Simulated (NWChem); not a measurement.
Species: HfClF$_{3}$; SMILES [Cl][Hf]([F])([F])[F]

All runs: NWChem. Structure relaxed at the PBE-D3(BJ)/def2-SVP level. def2 effective core potentials on Hf; no spin-orbit coupling. Level B3LYP/def2-SVP: energy and gradient on several grids; changes count from the extra-fine grid, which is no exact limit either.

```
grid     size of the energy change (μHa)  largest change of a gradient component (μHa/bohr)
-------  -------------------------------  -------------------------------------------------
xcoarse                             3000                                               4000
coarse                                20                                                200
medium                              < 10                                               < 30
fine                                < 10                                               < 30
xfine                               < 10                                               < 30
```
